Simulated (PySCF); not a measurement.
Task: Write Cartesian coordinates for `F/C=C(\F)[SiH3]` as optimised with PBE0-D3(BJ)/def2-SVP.

Result: 
```
atom  x, y, z in Å
F1     2.721    0.069    0.415
C2     1.458   -0.318    0.348
C3     0.476    0.477   -0.090
F4     0.766    1.727   -0.481
Si5   -1.326   -0.045   -0.204
H6     1.281   -1.345    0.679
H7    -1.796    0.067   -1.614
H8    -2.166    0.833    0.661
H9    -1.411   -1.460    0.260
```

Any rigid rotation of these coordinates is as good. Atoms count from 1 in this order. Si5 (SiH3 silicon) is tetrahedral (angles from 107.4° to 110.3°). The 5 heavy atoms lie in one plane (0.001 Å rms).

Bonds between heavy atoms (Å): F1–C2 1.323, C2=C3 1.337, C3–F4 1.342, C3–Si5 1.879.

The calculation used PBE0-D3(BJ)/def2-SVP geometry optimisation, gas phase (PySCF 2.14.0).

Point group: Cs (every atom within 0.08 Å of its image). No PBE0-D3(BJ)/def2-SVP frequencies stand behind this structure, so it isn't proved a minimum.
